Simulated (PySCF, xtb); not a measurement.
Dissociation curve of Ga₂, triplet.

Computed with: UHF/cc-pVDZ (PySCF); UMP2 = PySCF 2.14.0 with MP2 on UHF/cc-pVDZ, 18 core orbitals frozen; CASSCF(6,8)/cc-pVDZ (PySCF); ROHF/cc-pVDZ (PySCF); GFN1-xTB (xtb).

Energies are in kJ/mol, each relative to the lowest point of its own curve near equilibrium.

```csv
R / Å,UHF,UMP2,"CASSCF(6,8)",ROHF,GFN1-xTB
2.17,83.2,68.6,119.7,51.9,37.8
2.29,54.4,32.6,65.1,19.9,0.0
2.43,25.3,19.3,27.3,3.1,0.3
2.53,10.5,6.7,12.0,0.0,14.6
2.63,2.7,0.9,3.6,1.7,34.2
2.70,0.3,0.0,0.8,5.0,49.6
2.77,0.0,1.0,0.0,9.5,64.4
2.89,3.0,6.2,2.0,19.1,82.6
2.99,8.0,12.8,5.9,28.4,95.8
3.09,14.6,20.8,11.3,38.3,110.3
3.34,32.0,51.8,27.7,63.9,150.1
3.67,46.0,79.4,50.0,96.3,205.1
4.09,55.2,97.0,72.9,132.3,270.4
4.48,59.9,105.6,—,160.0,322.1
4.90,63.0,110.9,—,184.2,367.5
5.34,65.0,114.1,—,204.1,405.4
5.92,66.5,116.3,—,223.8,440.4
6.59,67.4,117.5,—,240.0,466.3
7.32,67.9,118.1,—,252.5,484.9
8.02,68.1,118.4,—,261.3,492.7
```

At the longest distance, 8.02 Å, GFN1-xTB lies highest above its minimum (492.7 kJ/mol) and UHF lowest (68.1 kJ/mol).

Dashes: no converged value, or the column stops at the first point that the program doubted or that broke a chosen test of continuity, which isn't proof of a fault.

The unrestricted determinant behind UHF, UMP2 is spin-contaminated at 2.17 to 2.29 Å (<S²> up to 2.3, against 2.00 for a pure triplet).
